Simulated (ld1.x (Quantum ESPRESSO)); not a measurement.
**How hard is this gallium (Ga) TM potential?**

Ga, norm-conserving Troullier–Martins (Kleinman–Bylander form), made with ld1.x (Quantum ESPRESSO) 7.5 (PBE, scalar-relativistic). Core [Ar], reference 3d10 4s2 4p1. Waves: 4s (bound): rc 2.00 bohr; 4p (bound): rc 1.95 bohr; 3d (bound): rc 0.85 bohr. Local part: all-electron potential smoothed inside 1.35 bohr (lloc = -1). Core correction: none.

The pseudo-atom Hamiltonian at the reference potential is diagonalised in spherical Bessel functions j_l(qr) that vanish at 20 bohr, with q² up to the cutoff. All-electron valence levels (Ry): 4s -0.6577, 4p -0.1896, 3d -1.4078.

Question: How do the lowest levels (Ry) of each channel move with the cutoff, and are there ghosts?

Answer:

```csv
cutoff (Ry),s #1,s #2,p #1,d #1,f #1,f #2,Σ f·Δε (mRy)
8,-0.6406,-0.0275,-0.1874,0.0467,0.1018,0.2253,14578.3
18,-0.6570,-0.0281,-0.1895,0.0461,0.1018,0.2253,14538.1
35,-0.6575,-0.4094,-0.1895,0.0456,0.1018,0.2253,14531.9
55,-0.6576,-0.5253,-0.1896,0.0447,0.1018,0.2253,14522.9
90,-0.6577,-0.5286,-0.1896,0.0180,0.1018,0.2253,14254.9
140,-0.6577,-0.5287,-0.1896,-0.8059,0.1018,0.2253,6016.3
230,-0.6577,-0.5287,-0.1896,-1.3842,0.1018,0.2253,233.6
400,-0.6577,-0.5287,-0.1896,-1.4075,0.1018,0.2253,0.0
```

Result: ghost state, extra bound levels that the all-electron valence spectrum of the same l lacks: s at -7.2 eV (a true bound ghost makes a file unfit for plane-wave use); 10 mRy is reached at 300 Ry and 1 mRy at over 300 Ry.

1 of 7 tests not solved or not reliable.
